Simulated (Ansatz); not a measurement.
A short molecular-dynamics run on `C#[C][Zr]([Cl])([Cl])[C]#C`.

```yaml
crystal:
  periodic: [false, false, false]
  atoms:
    - {symbol: C, position_ang: [0.329329, -2.463204, 1.481048]}
    - {symbol: C, position_ang: [-0.137196, -1.444917, 1.007667]}
    - {symbol: Zr, position_ang: [-0.934164, 0.369245, 0.155213]}
    - {symbol: Cl, position_ang: [-2.777091, -0.151779, -1.159366]}
    - {symbol: Cl, position_ang: [-1.485468, 1.837281, 1.868935]}
    - {symbol: C, position_ang: [0.586811, 1.266678, -1.083440]}
    - {symbol: C, position_ang: [1.456117, 1.757415, -1.777793]}
    - {symbol: H, position_ang: [0.740966, -3.357198, 1.894783]}
    - {symbol: H, position_ang: [2.220685, 2.186491, -2.387037]}
basis:
  gaussian: {orbitals: def2-SVP}
hamiltonian: {xc: {name: r2SCAN}, dispersion: d3bjatm}
md: {timestep: 0.5 fs, n_steps: 20, ensemble: nve, temperature: 300, initial_velocities: maxwell_boltzmann, seed: 710}
```

```sh
$ ansatz run in.yaml --threads 4 --pin off --events-out ev --progress --plain --max-ram 11315MiB
```

```json
{"step": "0", "time (fs)": "0.0", "potential energy (eV)": "-30492.9864", "kinetic (eV)": "0.2714", "T (K)": "300", "conserved (eV)": "-30492.7150"}
{"step": "1", "time (fs)": "0.5", "potential energy (eV)": "-30492.9879", "kinetic (eV)": "0.2730", "T (K)": "302", "conserved (eV)": "-30492.7150"}
{"step": "2", "time (fs)": "1.0", "potential energy (eV)": "-30492.9869", "kinetic (eV)": "0.2720", "T (K)": "301", "conserved (eV)": "-30492.7149"}
{"step": "3", "time (fs)": "1.5", "potential energy (eV)": "-30492.9844", "kinetic (eV)": "0.2695", "T (K)": "298", "conserved (eV)": "-30492.7148"}
{"step": "4", "time (fs)": "2.0", "potential energy (eV)": "-30492.9814", "kinetic (eV)": "0.2666", "T (K)": "295", "conserved (eV)": "-30492.7148"}
{"step": "5", "time (fs)": "2.5", "potential energy (eV)": "-30492.9785", "kinetic (eV)": "0.2636", "T (K)": "291", "conserved (eV)": "-30492.7148"}
{"step": "6", "time (fs)": "3.0", "potential energy (eV)": "-30492.9752", "kinetic (eV)": "0.2603", "T (K)": "288", "conserved (eV)": "-30492.7149"}
{"step": "7", "time (fs)": "3.5", "potential energy (eV)": "-30492.9705", "kinetic (eV)": "0.2555", "T (K)": "282", "conserved (eV)": "-30492.7150"}
{"step": "8", "time (fs)": "4.0", "potential energy (eV)": "-30492.9631", "kinetic (eV)": "0.2481", "T (K)": "274", "conserved (eV)": "-30492.7150"}
{"step": "9", "time (fs)": "4.5", "potential energy (eV)": "-30492.9523", "kinetic (eV)": "0.2373", "T (K)": "262", "conserved (eV)": "-30492.7150"}
{"step": "10", "time (fs)": "5.0", "potential energy (eV)": "-30492.9381", "kinetic (eV)": "0.2231", "T (K)": "247", "conserved (eV)": "-30492.7150"}
{"step": "11", "time (fs)": "5.5", "potential energy (eV)": "-30492.9211", "kinetic (eV)": "0.2062", "T (K)": "228", "conserved (eV)": "-30492.7149"}
{"step": "12", "time (fs)": "6.0", "potential energy (eV)": "-30492.9030", "kinetic (eV)": "0.1883", "T (K)": "208", "conserved (eV)": "-30492.7148"}
{"step": "13", "time (fs)": "6.5", "potential energy (eV)": "-30492.8857", "kinetic (eV)": "0.1711", "T (K)": "189", "conserved (eV)": "-30492.7147"}
{"step": "14", "time (fs)": "7.0", "potential energy (eV)": "-30492.8712", "kinetic (eV)": "0.1566", "T (K)": "173", "conserved (eV)": "-30492.7146"}
{"step": "15", "time (fs)": "7.5", "potential energy (eV)": "-30492.8608", "kinetic (eV)": "0.1462", "T (K)": "162", "conserved (eV)": "-30492.7145"}
{"step": "16", "time (fs)": "8.0", "potential energy (eV)": "-30492.8549", "kinetic (eV)": "0.1403", "T (K)": "155", "conserved (eV)": "-30492.7146"}
{"step": "17", "time (fs)": "8.5", "potential energy (eV)": "-30492.8528", "kinetic (eV)": "0.1381", "T (K)": "153", "conserved (eV)": "-30492.7147"}
{"step": "18", "time (fs)": "9.0", "potential energy (eV)": "-30492.8526", "kinetic (eV)": "0.1378", "T (K)": "152", "conserved (eV)": "-30492.7148"}
{"step": "19", "time (fs)": "9.5", "potential energy (eV)": "-30492.8522", "kinetic (eV)": "0.1373", "T (K)": "152", "conserved (eV)": "-30492.7149"}
{"step": "20", "time (fs)": "10.0", "potential energy (eV)": "-30492.8500", "kinetic (eV)": "0.1350", "T (K)": "149", "conserved (eV)": "-30492.7150"}
```

Velocities are drawn at the set temperature; a run this short doesn't reach equilibrium.

Frames (Å, forces in eV/Å):

```xyz
9
time=0.0 fs
C     0.329   -2.463    1.481    0.469   -1.024    0.473
C    -0.137   -1.445    1.008   -0.574    1.267   -0.590
Zr   -0.934    0.369    0.155    0.134   -0.053   -0.023
Cl   -2.777   -0.152   -1.159   -0.206   -0.065   -0.155
Cl   -1.485    1.837    1.869   -0.055    0.168    0.199
C     0.587    1.267   -1.083   -1.076   -0.614    0.864
C     1.456    1.757   -1.778    0.873    0.492   -0.698
H     0.741   -3.357    1.895    0.151   -0.331    0.155
H     2.221    2.186   -2.387    0.282    0.160   -0.226
9
time=0.5 fs
C     0.332   -2.462    1.481    0.304   -0.757    0.351
C    -0.135   -1.444    1.005   -0.522    1.186   -0.550
Zr   -0.936    0.370    0.156    0.202   -0.063   -0.078
Cl   -2.776   -0.151   -1.159   -0.227   -0.071   -0.167
Cl   -1.485    1.836    1.868   -0.068    0.200    0.238
C     0.589    1.266   -1.083   -0.994   -0.548    0.779
C     1.457    1.758   -1.781    0.999    0.528   -0.754
H     0.725   -3.357    1.897    0.259   -0.522    0.243
H     2.236    2.183   -2.387    0.047    0.047   -0.063
9
time=1.0 fs
C     0.334   -2.462    1.481    0.150   -0.503    0.235
C    -0.133   -1.443    1.003   -0.451    1.065   -0.491
Zr   -0.937    0.370    0.157    0.265   -0.072   -0.132
Cl   -2.775   -0.151   -1.159   -0.249   -0.077   -0.179
Cl   -1.485    1.835    1.867   -0.082    0.232    0.278
C     0.590    1.264   -1.083   -0.870   -0.459    0.661
C     1.458    1.758   -1.784    1.082    0.535   -0.771
H     0.709   -3.358    1.901    0.338   -0.663    0.309
H     2.252    2.181   -2.388   -0.185   -0.059    0.090
9
time=1.5 fs
C     0.336   -2.461    1.482    0.019   -0.295    0.138
C    -0.131   -1.442    1.000   -0.366    0.914   -0.416
Zr   -0.939    0.370    0.158    0.324   -0.079   -0.186
Cl   -2.774   -0.151   -1.159   -0.270   -0.082   -0.192
Cl   -1.484    1.833    1.866   -0.095    0.264    0.318
C     0.592    1.263   -1.082   -0.707   -0.348    0.511
C     1.460    1.759   -1.787    1.106    0.505   -0.734
H     0.695   -3.360    1.905    0.381   -0.730    0.341
H     2.267    2.178   -2.388   -0.393   -0.148    0.220
9
time=2.0 fs
C     0.338   -2.461    1.482   -0.083   -0.154    0.072
C    -0.129   -1.441    0.998   -0.271    0.740   -0.332
Zr   -0.940    0.371    0.159    0.379   -0.086   -0.239
Cl   -2.773   -0.150   -1.159   -0.291   -0.088   -0.204
Cl   -1.484    1.832    1.865   -0.109    0.297    0.358
C     0.593    1.262   -1.082   -0.512   -0.218    0.334
C     1.461    1.760   -1.790    1.060    0.433   -0.640
H     0.681   -3.365    1.910    0.388   -0.711    0.333
H     2.281    2.174   -2.388   -0.562   -0.213    0.317
9
time=2.5 fs
C     0.341   -2.461    1.482   -0.157   -0.087    0.041
C    -0.127   -1.440    0.995   -0.171    0.553   -0.240
Zr   -0.941    0.371    0.160    0.431   -0.092   -0.292
Cl   -2.773   -0.150   -1.159   -0.313   -0.094   -0.216
Cl   -1.484    1.831    1.864   -0.122    0.329    0.398
C     0.595    1.260   -1.081   -0.291   -0.074    0.136
C     1.463    1.761   -1.794    0.942    0.322   -0.487
H     0.668   -3.371    1.915    0.363   -0.606    0.284
H     2.293    2.170   -2.387   -0.681   -0.251    0.376
9
time=3.0 fs
C     0.343   -2.460    1.483   -0.211   -0.087    0.041
C    -0.125   -1.438    0.992   -0.070    0.358   -0.143
Zr   -0.943    0.371    0.161    0.481   -0.097   -0.344
Cl   -2.772   -0.150   -1.159   -0.333   -0.100   -0.228
Cl   -1.483    1.829    1.863   -0.136    0.362    0.439
C     0.596    1.259   -1.080   -0.056    0.079   -0.075
C     1.465    1.762   -1.797    0.755    0.174   -0.282
H     0.656   -3.378    1.921    0.315   -0.427    0.199
H     2.305    2.166   -2.385   -0.746   -0.261    0.394
9
time=3.5 fs
C     0.345   -2.460    1.483   -0.251   -0.134    0.064
C    -0.124   -1.436    0.990    0.032    0.160   -0.044
Zr   -0.944    0.372    0.162    0.529   -0.102   -0.396
Cl   -2.771   -0.150   -1.159   -0.354   -0.106   -0.240
Cl   -1.483    1.828    1.862   -0.149    0.395    0.479
C     0.597    1.258   -1.080    0.185    0.235   -0.291
C     1.467    1.763   -1.801    0.507   -0.004   -0.033
H     0.645   -3.387    1.928    0.256   -0.199    0.089
H     2.314    2.161   -2.382   -0.755   -0.245    0.374
9
time=4.0 fs
C     0.347   -2.460    1.483   -0.288   -0.204    0.098
C    -0.122   -1.435    0.987    0.132   -0.038    0.055
Zr   -0.946    0.372    0.163    0.577   -0.106   -0.449
Cl   -2.770   -0.149   -1.159   -0.374   -0.111   -0.252
Cl   -1.482    1.827    1.861   -0.162    0.427    0.519
C     0.598    1.256   -1.079    0.419    0.388   -0.504
C     1.469    1.764   -1.804    0.209   -0.203    0.249
H     0.634   -3.396    1.935    0.194    0.052   -0.033
H     2.321    2.155   -2.379   -0.707   -0.203    0.316
9
time=4.5 fs
C     0.349   -2.459    1.484   -0.330   -0.272    0.132
C    -0.120   -1.433    0.984    0.229   -0.233    0.154
Zr   -0.947    0.372    0.164    0.625   -0.110   -0.502
Cl   -2.769   -0.149   -1.159   -0.393   -0.117   -0.263
Cl   -1.482    1.825    1.860   -0.175    0.459    0.558
C     0.600    1.255   -1.078    0.636    0.531   -0.703
C     1.471    1.765   -1.808   -0.125   -0.415    0.551
H     0.624   -3.404    1.942    0.140    0.298   -0.153
H     2.327    2.149   -2.374   -0.609   -0.140    0.227
9
time=5.0 fs
C     0.351   -2.459    1.484   -0.380   -0.319    0.155
C    -0.118   -1.432    0.982    0.322   -0.422    0.250
Zr   -0.948    0.373    0.165    0.674   -0.113   -0.555
Cl   -2.769   -0.149   -1.159   -0.412   -0.122   -0.274
Cl   -1.482    1.824    1.859   -0.187    0.490    0.597
C     0.601    1.254   -1.078    0.827    0.659   -0.882
C     1.474    1.766   -1.811   -0.476   -0.629    0.858
H     0.614   -3.413    1.949    0.099    0.518   -0.262
H     2.332    2.142   -2.369   -0.468   -0.062    0.114
9
time=5.5 fs
C     0.353   -2.459    1.484   -0.441   -0.328    0.160
C    -0.116   -1.430    0.979    0.409   -0.603    0.343
Zr   -0.950    0.373    0.166    0.725   -0.117   -0.609
Cl   -2.768   -0.148   -1.159   -0.430   -0.127   -0.284
Cl   -1.482    1.823    1.858   -0.199    0.520    0.634
C     0.603    1.253   -1.078    0.982    0.767   -1.031
C     1.476    1.766   -1.815   -0.823   -0.834    1.153
H     0.605   -3.419    1.955    0.074    0.694   -0.350
H     2.335    2.135   -2.364   -0.296    0.027   -0.016
9
time=6.0 fs
C     0.355   -2.459    1.485   -0.514   -0.293    0.142
C    -0.114   -1.429    0.976    0.490   -0.771    0.431
Zr   -0.951    0.373    0.167    0.778   -0.120   -0.664
Cl   -2.767   -0.148   -1.159   -0.446   -0.132   -0.294
Cl   -1.481    1.822    1.858   -0.211    0.550    0.671
C     0.605    1.252   -1.078    1.093    0.849   -1.145
C     1.478    1.767   -1.818   -1.143   -1.016    1.418
H     0.595   -3.425    1.960    0.066    0.815   -0.412
H     2.338    2.129   -2.358   -0.112    0.118   -0.148
9
time=6.5 fs
C     0.357   -2.459    1.485   -0.596   -0.209    0.101
C    -0.112   -1.427    0.974    0.562   -0.923    0.512
Zr   -0.952    0.373    0.167    0.835   -0.124   -0.719
Cl   -2.767   -0.148   -1.159   -0.462   -0.136   -0.303
Cl   -1.481    1.821    1.857   -0.223    0.578    0.706
C     0.607    1.251   -1.078    1.155    0.902   -1.217
C     1.480    1.767   -1.821   -1.409   -1.164    1.635
H     0.586   -3.428    1.964    0.074    0.874   -0.443
H     2.340    2.123   -2.354    0.064    0.201   -0.272
9
time=7.0 fs
C     0.358   -2.459    1.486   -0.684   -0.077    0.035
C    -0.110   -1.426    0.971    0.624   -1.056    0.584
Zr   -0.954    0.374    0.168    0.895   -0.129   -0.775
Cl   -2.766   -0.148   -1.159   -0.477   -0.140   -0.311
Cl   -1.481    1.820    1.856   -0.234    0.606    0.740
C     0.609    1.251   -1.078    1.163    0.924   -1.243
C     1.481    1.767   -1.823   -1.594   -1.266    1.786
H     0.577   -3.429    1.967    0.097    0.870   -0.443
H     2.342    2.117   -2.349    0.209    0.269   -0.373
9
time=7.5 fs
C     0.360   -2.459    1.486   -0.775    0.096   -0.052
C    -0.107   -1.426    0.969    0.674   -1.163    0.644
Zr   -0.955    0.374    0.169    0.958   -0.134   -0.831
Cl   -2.765   -0.147   -1.159   -0.491   -0.144   -0.318
Cl   -1.480    1.819    1.856   -0.244    0.632    0.773
C     0.612    1.250   -1.079    1.115    0.911   -1.221
C     1.482    1.767   -1.825   -1.674   -1.313    1.856
H     0.568   -3.428    1.969    0.133    0.801   -0.412
H     2.345    2.111   -2.346    0.304    0.314   -0.440
9
time=8.0 fs
C     0.361   -2.459    1.487   -0.863    0.304   -0.157
C    -0.105   -1.425    0.967    0.710   -1.241    0.691
Zr   -0.956    0.374    0.170    1.025   -0.142   -0.886
Cl   -2.765   -0.147   -1.159   -0.503   -0.147   -0.325
Cl   -1.480    1.818    1.855   -0.254    0.657    0.804
C     0.614    1.250   -1.080    1.010    0.865   -1.149
C     1.483    1.767   -1.827   -1.636   -1.300    1.839
H     0.560   -3.425    1.970    0.179    0.674   -0.350
H     2.349    2.107   -2.344    0.333    0.331   -0.465
9
time=8.5 fs
C     0.362   -2.459    1.487   -0.945    0.533   -0.273
C    -0.102   -1.425    0.965    0.730   -1.285    0.720
Zr   -0.957    0.375    0.171    1.095   -0.151   -0.941
Cl   -2.764   -0.147   -1.160   -0.515   -0.150   -0.331
Cl   -1.480    1.817    1.855   -0.264    0.680    0.833
C     0.617    1.250   -1.081    0.849    0.785   -1.029
C     1.484    1.766   -1.828   -1.477   -1.227    1.732
H     0.552   -3.421    1.970    0.233    0.495   -0.263
H     2.353    2.103   -2.342    0.294    0.320   -0.448
9
time=9.0 fs
C     0.363   -2.459    1.488   -1.014    0.766   -0.393
C    -0.099   -1.425    0.963    0.731   -1.290    0.731
Zr   -0.958    0.375    0.171    1.168   -0.162   -0.995
Cl   -2.764   -0.147   -1.160   -0.525   -0.153   -0.336
Cl   -1.480    1.816    1.854   -0.273    0.703    0.861
C     0.621    1.250   -1.082    0.638    0.674   -0.864
C     1.484    1.765   -1.829   -1.205   -1.098    1.544
H     0.544   -3.415    1.969    0.290    0.277   -0.155
H     2.359    2.100   -2.342    0.191    0.284   -0.393
9
time=9.5 fs
C     0.364   -2.459    1.488   -1.065    0.981   -0.504
C    -0.096   -1.425    0.961    0.712   -1.251    0.719
Zr   -0.960    0.375    0.172    1.242   -0.176   -1.047
Cl   -2.763   -0.146   -1.160   -0.534   -0.155   -0.340
Cl   -1.480    1.815    1.854   -0.282    0.723    0.887
C     0.624    1.251   -1.084    0.382    0.535   -0.659
C     1.484    1.764   -1.830   -0.842   -0.925    1.288
H     0.537   -3.409    1.969    0.347    0.039   -0.035
H     2.364    2.098   -2.343    0.039    0.229   -0.310
9
time=10.0 fs
C     0.364   -2.458    1.488   -1.092    1.151   -0.593
C    -0.093   -1.425    0.960    0.671   -1.166    0.685
Zr   -0.961    0.375    0.173    1.318   -0.193   -1.096
Cl   -2.763   -0.146   -1.160   -0.542   -0.157   -0.344
Cl   -1.479    1.815    1.853   -0.289    0.742    0.911
C     0.627    1.251   -1.086    0.090    0.375   -0.421
C     1.483    1.763   -1.830   -0.417   -0.719    0.983
H     0.531   -3.403    1.968    0.400   -0.197    0.084
H     2.370    2.096   -2.345   -0.139    0.164   -0.210
```

Run time 78 s (4 threads of an Arm Neoverse V2 on a shared host); peak host memory 0.53 GiB.
